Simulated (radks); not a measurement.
Results of a calculation; reference values are marked as such.
The mean radii <r> (bohr) of the occupied orbitals of an atom or ion are listed with their occupations. Level of theory: scalar-relativistic Kohn-Sham, r2SCAN, spin-polarised, spherical densities, finite nucleus; meta-GGA in the generalised Kohn-Sham scheme; Fermi nuclear charge, rms radius of each element as measured or else 0.836 A^(1/3) + 0.57 fm (a radial shooting solver on a logarithmic mesh with Libxc functionals).

orbital  occ.      <r>
1s up       1  0.08574
1s down     1  0.08572
2s up       1   0.4122
2s down     1   0.4122
2p up       3   0.3755
2p down     3   0.3757
3s up       1    1.328
3s down     1    1.343
3p up       3    1.456
3p down     1    1.482

Name the element and its charge. Open shells, if any, are filled with parallel spins first.

Answer. Z = 18, argon, charge +2: Ar2+ in [Ne] 3s2 3p4. The 1s radius gives Z: for a bare nucleus <r> = (2 gamma + 1)/(2Z) with gamma = sqrt(1 - (Z/c)^2), 0.08285 bohr for Z = 18, and screening makes it slightly larger (0.08574 here). The occupations add up to 16, and the charge is Z minus that.
